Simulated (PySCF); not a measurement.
**Worked example: entropy of an ideal gas**

C2H7O, SMILES CC[OH2+], charge +1.

Geometry optimised at B3LYP-D3(BJ)/def2-TZVP. The isomer is the one that the SMILES or the coordinates give; other isomers of the formula were not compared.

B3LYP-D3(BJ)/def2-TZVP in PySCF gives the harmonic wavenumbers 176, 264, 368, 643, 711, 799, 915, 951, 1119, 1224, 1315, 1382, 1421, 1477, 1493, 1501, 1664, 3040, 3101, 3123, 3123, 3191, 3630, 3711 cm⁻¹ and the rotational temperatures 1.4548, 0.3983, 0.3537 K. The molar mass is 47.08 g/mol, the symmetry number 1, the spin multiplicity 1.

Q: Work out the entropy at 298.15 K and 1 atm in the rigid-rotor, harmonic-oscillator model.

A: 
Translation (Sackur–Tetrode at 1 atm): S = R[1.5 ln M + 2.5 ln T − 1.16487] = 156.8 J/(mol K).
Rotation: q = (√π/σ) T^1.5/√(θA θB θC) = 20200, S = R[ln q + 3/2] = 94.9 J/(mol K).
Vibration: with u = 1.4388 ν/T, each mode gives R[u/(e^u − 1) − ln(1 − e^−u)]:
| ν (cm⁻¹) | modes | u | S (J/(mol K)) |
|---|---|---|---|
| 176 | 1 | 0.85 | 9.92 |
| 264 | 1 | 1.27 | 6.84 |
| 368 | 1 | 1.78 | 4.55 |
| 643 | 1 | 3.10 | 1.60 |
| 711 | 1 | 3.43 | 1.23 |
| 799 | 1 | 3.86 | 0.87 |
| 915 | 1 | 4.42 | 0.55 |
| 951 | 1 | 4.59 | 0.48 |
| 1119 | 1 | 5.40 | 0.24 |
| 1224 | 1 | 5.91 | 0.16 |
| 1315 | 1 | 6.35 | 0.11 |
| 1382 | 1 | 6.67 | 0.08 |
| 1421 | 1 | 6.86 | 0.07 |
| 1477 | 1 | 7.13 | 0.05 |
| 1493 | 1 | 7.20 | 0.05 |
| 1501 | 1 | 7.24 | 0.05 |
| 1664 | 1 | 8.03 | 0.02 |
The stiffer modes add less than 0.005 each. Sum 26.9 J/(mol K).
Spin: R ln 1 = 0.0 J/(mol K).
Total 278.5 J/(mol K); the program's own thermochemistry gives 278.5. Translation makes up 56 % and vibration 10 %. Anharmonicity, hindered rotation and orbital degeneracy are left out.
